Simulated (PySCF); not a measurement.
PySCF job for CH6AlNO, SMILES C[NH][AlH][OH], HF/pcSseg-1. Coordinates come from a PBE0-D3(BJ)/def2-SVP optimisation. One conformer was computed; it need not be the lowest.

```python
import numpy as np
from pyscf import gto, scf, dft
from pyscf.prop.nmr import rhf as nmr

mol = gto.M(
    atom='''
    Al   -0.57939857   -0.76592186   -0.00000000
    H    -1.95347831   -1.55133784    0.00000000
    N    -0.56307453    1.00425216    0.00000001
    C     0.57959468    1.88790590   -0.00000000
    H    -1.44430180    1.50822473    0.00000000
    H     0.61393059    2.54398741   -0.89004504
    H     0.61393059    2.54398741    0.89004503
    H     1.50915258    1.29864750   -0.00000000
    O     0.94465323   -1.53326232    0.00000000
    H     1.09967563   -2.47762709   -0.00000000
    ''',
    basis='pcSseg-1',
    charge=0,
    spin=0,
    max_memory=1600,
    verbose=3,
)
mf = scf.RHF(mol)
mf.conv_tol = 1e-10
mf.max_cycle = 100
mf.kernel()
n = nmr.NMR(mf)
n.verbose = 2
n.max_cycle_cphf = 60
sigma = n.kernel()
print('atom   isotropic/ppm   span/ppm')
for i, s in enumerate(sigma):
    w = np.linalg.eigvalsh((s + s.T) / 2)
    print(f'{mol.atom_symbol(i):2s}{i + 1:3d} {w.mean():14.3f} {w[2] - w[0]:11.3f}')
```

Program output:

```
converged SCF energy = -412.630957015068
atom   isotropic/ppm   span/ppm
Al  1        457.415      79.759
H   2         27.895       9.075
N   3        243.563      45.078
C   4        161.952      48.347
H   5         31.530      18.338
H   6         29.159      12.514
H   7         29.159      12.514
H   8         28.733      10.210
O   9        318.001      62.902
H  10         29.931      21.793
```

The calculation finished and met its thresholds.

Cost: around 14 core-seconds (rough).
